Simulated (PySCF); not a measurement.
B(F)(Me)(SeH) (CH₄BFSe), SMILES CB(F)[SeH]. Atoms are numbered in the order given.

```xyz
8

B     -0.1244    -0.9339     0.0000
F     -1.3881    -1.3913     0.0000
C      1.0628    -1.9589     0.0000
H      0.9731    -2.6231    -0.8870
H      2.0716    -1.5074     0.0000
H      0.9731    -2.6231     0.8870
Se     0.0354     1.0203     0.0000
H      1.5182     1.0084     0.0000
```
Charge 0, spin multiplicity 1.

The structure is a stationary point at PBE-D3(BJ)/def2-SVP. This is a generated structure with no PubChem entry under its InChIKey; it may be hypothetical. One conformer was computed; it need not be the lowest.

Two levels are set side by side: PBE/pcSseg-1 (PySCF) and B3LYP/pcSseg-1 (PySCF). GIAO shifts against BF3 (¹¹B), CFCl3 (¹⁹F), Me2Se (⁷⁷Se), TMS (¹H), TMS (¹³C) at the same level; non-relativistic, no solvent, atoms listed together averaged. Differences are taken from unrounded values.

```csv
quantity,B3LYP
δ(¹¹B) of B1 (ppm),52.8
δ(¹⁹F) of F2 (ppm),-28.2
δ(¹³C) of C3 (ppm),14.8
δ(⁷⁷Se) of Se7 (ppm),-77.9
δ(¹H) of H8 (ppm),2.47
```

### Question
What does PBE give, and how far is it from B3LYP? (Estimate from the structure and the level; the computed values follow.)

### Answer

```
quantity                PBE  PBE minus B3LYP
--------------------  -----  ---------------
δ(¹¹B) of B1 (ppm)     50.5             -2.4
δ(¹⁹F) of F2 (ppm)    -33.0             -4.8
δ(¹³C) of C3 (ppm)     15.2              0.5
δ(⁷⁷Se) of Se7 (ppm)  -76.0              1.9
δ(¹H) of H8 (ppm)      2.64             0.17
```

Rough cost on one machine, each run with all the roots and properties that it gave: B3LYP against PBE within a factor of 2.
